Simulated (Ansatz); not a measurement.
Input and output for C4H13N2OY (`C[N](C)[Y]([OH])[N](C)C`).

```yaml
crystal:
  periodic: [false, false, false]
  atoms:
    - {symbol: C, position_ang: [1.088063, -1.993017, -2.250149]}
    - {symbol: N, position_ang: [0.755728, -0.225883, -2.213643]}
    - {symbol: C, position_ang: [1.141055, 0.531128, -3.803371]}
    - {symbol: Y, position_ang: [-0.186187, 1.233772, -0.150932]}
    - {symbol: O, position_ang: [-0.543199, 3.729648, -0.452037]}
    - {symbol: N, position_ang: [-0.738177, 0.081830, 2.224983]}
    - {symbol: C, position_ang: [-0.571017, -1.647628, 2.688950]}
    - {symbol: C, position_ang: [-1.358287, 1.058050, 3.607584]}
    - {symbol: H, position_ang: [0.341013, -2.647240, -3.206449]}
    - {symbol: H, position_ang: [0.798021, -2.578432, -1.045905]}
    - {symbol: H, position_ang: [2.409599, -2.272363, -2.526074]}
    - {symbol: H, position_ang: [2.465088, 0.371033, -4.152339]}
    - {symbol: H, position_ang: [0.396363, -0.004125, -4.832628]}
    - {symbol: H, position_ang: [0.889364, 1.878149, -3.780997]}
    - {symbol: H, position_ang: [-0.714071, 4.900742, -0.571089]}
    - {symbol: H, position_ang: [0.303771, -1.826216, 3.739439]}
    - {symbol: H, position_ang: [-0.101670, -2.399536, 1.644465]}
    - {symbol: H, position_ang: [-1.770696, -2.203766, 3.079002]}
    - {symbol: H, position_ang: [-0.521570, 1.007055, 4.702032]}
    - {symbol: H, position_ang: [-2.595351, 0.629025, 4.038928]}
    - {symbol: H, position_ang: [-1.487816, 2.377761, 3.260229]}
basis:
  gaussian: {orbitals: def2-TZVPP}
hamiltonian: {xc: {name: PBE0-DH}}
accuracy: high
output: {forces: true}
```

```sh
$ ansatz run in.yaml --threads 4 --pin off --events-out ev --progress --plain --max-ram 66560MiB --backend cuda --devices 0, --max-vram 37GiB
```

Output, abridged:

```
Functional definition: PBE0-DH
8375 factors; integrals over basis functions are off by at most 2.6e-7 eV
mean field evaluation 1: about -10380.5657 eV, gradient 8.2e1 eV
mean field evaluation 2: about -10380.6763 eV, gradient 8.2e1 eV
mean field evaluation 4: about -10393.8284 eV, gradient 3.0e1 eV
mean field evaluation 8: about -10396.5704 eV, gradient 1.2e0 eV
mean field evaluation 16: about -10396.5955 eV, gradient 2.9e-3 eV
mean field evaluation 32: about -10396.5955 eV, gradient 8.9e-8 eV
mean field -10396.59554277 eV, -382.0678391314 hartree, gradient 8.9e-8 eV, S^2 0.000000; 0 other end points of the search recorded, 0 dependent functions left out
7 core orbitals not correlated: weight in the atoms' cores, before any rotation towards them, 1.000 or more for the frozen orbitals, at most 0.000 for the correlated occupied ones
reference -10396.59554706 eV, -382.0678392888 hartree; 28, 28 occupied and 420, 420 virtual orbitals, 8375 factors
second order -60.17399460 eV of doubles, -0.00000000 eV of singles
Total energy: -10404.11729638 eV, -382.3442584781 hartree
Atom 0 at     1.088063    -1.993017    -2.250149 Å, force     0.227128    -0.567014    -0.378751 eV/Å
Atom 1 at     0.755728    -0.225883    -2.213643 Å, force     0.634279    -0.778458    -1.501989 eV/Å
Atom 2 at     1.141055     0.531128    -3.803371 Å, force     0.240086    -0.080376    -0.685417 eV/Å
Atom 3 at    -0.186187     1.233772    -0.150932 Å, force    -0.075387     0.704113    -0.081659 eV/Å
Atom 4 at    -0.543199     3.729648    -0.452037 Å, force    -0.336140     2.243270    -0.173157 eV/Å
Atom 5 at    -0.738177     0.081830     2.224983 Å, force    -0.441791    -0.518598     1.680973 eV/Å
Atom 6 at    -0.571017    -1.647628     2.688950 Å, force    -0.071793    -0.499946     0.509807 eV/Å
Atom 7 at    -1.358287     1.058050     3.607584 Å, force    -0.227181     0.021565     0.699619 eV/Å
Atom 8 at     0.341013    -2.647240    -3.206449 Å, force     2.466653     2.400729     3.234305 eV/Å
Atom 9 at     0.798021    -2.578432    -1.045905 Å, force     0.918767     2.277416    -4.046895 eV/Å
Atom 10 at     2.409599    -2.272363    -2.526074 Å, force    -4.484369     1.141063     0.948307 eV/Å
Atom 11 at     2.465088     0.371033    -4.152339 Å, force    -4.496973     0.467697     1.355461 eV/Å
Atom 12 at     0.396363    -0.004125    -4.832628 Å, force     2.455261     1.728250     3.641703 eV/Å
Atom 13 at     0.889364     1.878149    -3.780997 Å, force     0.781206    -4.669853     0.200438 eV/Å
Atom 14 at    -0.714071     4.900742    -0.571089 Å, force     0.927260    -6.374486     0.664030 eV/Å
Atom 15 at     0.303771    -1.826216     3.739439 Å, force    -2.952856     0.796405    -3.599948 eV/Å
Atom 16 at    -0.101670    -2.399536     1.644465 Å, force    -1.609347     2.833273     3.436506 eV/Å
Atom 17 at    -1.770696    -2.203766     3.079002 Å, force     4.017601     2.065138    -1.380818 eV/Å
Atom 18 at    -0.521570     1.007055     4.702032 Å, force    -2.742413     0.075946    -3.840047 eV/Å
Atom 19 at    -2.595351     0.629025     4.038928 Å, force     4.226249     1.346002    -1.611831 eV/Å
Atom 20 at    -1.487816     2.377761     3.260229 Å, force     0.543759    -4.612135     0.929363 eV/Å
Dipole moment:    -0.002650    -0.025852     0.007889 e Å
```

Run time 33 s (4 threads of an AMD EPYC 7R13 on a shared host and a share of an NVIDIA H100 80 GB); peak host memory 7 GiB.
